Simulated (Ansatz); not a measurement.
Relaxation of CH₆GaN (9 atoms, charge 0, multiplicity 1), to a largest force component of 0.02 eV/Å in at most 40 steps.

Method: RHF/def2-SVP in Ansatz.

```xyz
9
Properties=species:S:1:pos:R:3
Ga 0.000 0.000 0.000
H 0.000 0.000 1.570
C 1.715 0.000 -0.990
H 2.044 -1.046 -1.160
H 1.578 0.508 -1.967
H 2.484 0.538 -0.398
N -1.671 0.000 -0.965
H -2.340 -0.816 -0.866
H -1.920 0.816 -1.594
```

**Question.** Where does it end, and by what steps?

**Answer.** The run converged. After 12 steps the energy has fallen by 0.726 eV; H8 moved furthest, 0.88 Å.

```csv
step,energy less start (eV),largest force component (eV/Å),accepted
0,0.0000,2.445,yes
1,-0.3889,1.205,yes
2,-0.5644,0.855,yes
3,-0.6701,0.305,yes
4,-0.7165,0.151,yes
5,-0.7232,0.059,yes
6,-0.7244,0.028,yes
7,-0.7247,0.049,yes
8,-0.7250,0.054,yes
9,-0.7252,0.067,yes
10,-0.7252,0.064,yes
11,-0.7255,0.046,yes
12,-0.7256,0.012,yes
```

```xyz
9
Properties=species:S:1:pos:R:3
Ga -0.019 -0.162 -0.024
H -0.116 -0.532 1.504
C 1.691 0.064 -1.007
H 2.253 -0.874 -1.015
H 1.533 0.373 -2.041
H 2.321 0.812 -0.519
N -1.596 0.061 -0.906
H -2.499 -0.039 -0.487
H -1.678 0.297 -1.876
```

Whether the end is a true minimum wasn't checked by a vibrational analysis.

Run time: 28 s on 1 thread of Arm Neoverse V1 (shared host), peak memory 0.17 GiB.
